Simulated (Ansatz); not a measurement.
**Which isomer of BFH4N2 gives these data?**

These gas-phase data were calculated for one isomer of BFH4N2 at B3LYP/6-31G* (harmonic, unscaled wavenumbers; equilibrium rotational constants with average atomic masses):

```
rotational constants            : 18.12, 5.713, 4.446 GHz
all wavenumbers above 1500 cm⁻¹ : 3616, 3536, 3453, 2684, 1725, 1521
```

Candidates:

(1) `[H]/N=[B-](\[NH3+])F`, a singlet
(2) `NNBF`, a singlet
(3) `NB(N)F`, a singlet

Task: Which candidate do the data belong to?

Result: Candidate (2). The band at 2684 cm⁻¹ lies where the B–H stretch is expected; (1), (3) have no mode between 2350 and 2900 cm⁻¹.

The same quantities for all candidates:

```tsv
	rotational constants (GHz)	wavenumbers above 1500 cm⁻¹	E above the lowest, B3LYP/6-31G* (kcal/mol)
(1)	9.238, 8.154, 4.435	3570, 3556, 3520, 3416, 1720, 1687, 1685	55.4
(2)	18.12, 5.713, 4.446	3616, 3536, 3453, 2684, 1725, 1521	54.3
(3)	9.604, 8.898, 4.619	3718, 3718, 3624, 3620, 1661, 1660	0.0
```

Each candidate is one conformer. Programs: Ansatz 0.2.0.
